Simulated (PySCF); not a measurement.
Series SiH3-X, H atom removed: substituent effects on one reactive site. Isolated molecules, 0 K electronic values unless said otherwise. One relaxed conformer stands for each flexible species; it need not be the lowest. Strings in code marks are SMILES.

The S1–T1 gap (TDA) from two functionals at the same geometries (r2SCAN-D4/def2-TZVP), both in PySCF: PBE-D3(BJ)/def2-TZVP and r2SCAN-D4/def2-TZVP. Excitations are Tamm–Dancoff values on a coarser integration grid. The basis has no diffuse functions, so Rydberg states are missing or too high.

```csv
species,PBE-D3(BJ)/def2-TZVP (eV)
"X = fluoro, parent",0.50
"X = chloro, parent (`[SiH3]Cl`)",0.36
"X = hydroxy, parent",0.35
"X = formyl, parent (`O=C[SiH3]`)",0.76
"X = trifluoromethyl, parent",0.82
"X = boryl, parent",0.95
```

What does r2SCAN-D4/def2-TZVP give for each?


- X = fluoro, parent: 0.69
- X = chloro, parent (`[SiH3]Cl`): 0.48
- X = hydroxy, parent: 0.48
- X = formyl, parent (`O=C[SiH3]`): 0.87
- X = trifluoromethyl, parent: 1.01
- X = boryl, parent: 1.17
Over these rows, drawn at random from the members with no instability flagged (it was tested for open shells, ions and some series alone), PBE minus r2SCAN-D4: mean -0.16 eV, from -0.22 eV to -0.11 eV.
